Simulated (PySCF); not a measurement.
# Al⁺ (aluminium, charge +1) across methods

[Ne] 3s2, closed-shell 1S. Computed with PySCF 2.14 in aug-cc-pCVTZ-DK (8s7p5d3f, 75 functions), with scalar relativity by spin-free X2C-1e.

| method | E (hartree) | mean ε 2s (eV) | mean ε 2p (eV) | mean ε 3s (eV) | Σ⟨r²⟩ (bohr²) | ⟨S²⟩ |
| --- | --- | --- | --- | --- | --- | --- |
| r2SCAN | -242.5492 | -120.07 | -79.785 | -14.957 | 16.91 | 0.000 |
| PBE0 | -242.4707 | -123.27 | -82.714 | -15.763 | 16.83 | 0.000 |
| revPBE | -242.5388 | -116.59 | -77.938 | -14.766 | 16.86 | 0.000 |
| PW91 | -242.5691 | -116.55 | -78.137 | -14.861 | 16.79 | 0.000 |
| M06 | -242.5801 | -123.87 | -83.063 | -15.703 | 16.39 | 0.000 |
| TPSSh | -242.5925 | -120.47 | -80.315 | -15.245 | 16.87 | 0.000 |
| LDA | -241.5318 | -115.84 | -78.078 | -14.913 | 16.72 | 0.000 |
| PBE | -242.4523 | -116.47 | -77.967 | -14.806 | 16.79 | 0.000 |
| UHF | -242.10919 | -142.46 | -95.804 | -17.780 | 17.23 | 0.000 |
